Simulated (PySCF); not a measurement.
Vertical excitations of a molecule C₃H₅FOSi from TDDFT-PBE/def2-SVPD run with PySCF 2.14.0, as energy in eV (oscillator strength): 4.65 (0.003), 5.12 (0.025), 5.83 (0.002), 6.17 (0.006), 6.25 (0.004), 6.39 (0.001), 6.47 (0.003), 6.70 (0.014), 6.90 (0.028), 6.97 (0.027). Lowest triplet (TDA): 4.43 eV. Geometry: ωB97X-D3(BJ)/def2-SVP. Other conformers were not sampled.

Q: Pick the molecule that these values belong to.
(A) C#C[Si@H](F)CO
(B) F[SiH2]C1=COC1
(C) C=CC(=O)[SiH2]F
(D) FC=C=CO[SiH3]

A: A, C#C[Si@H](F)CO
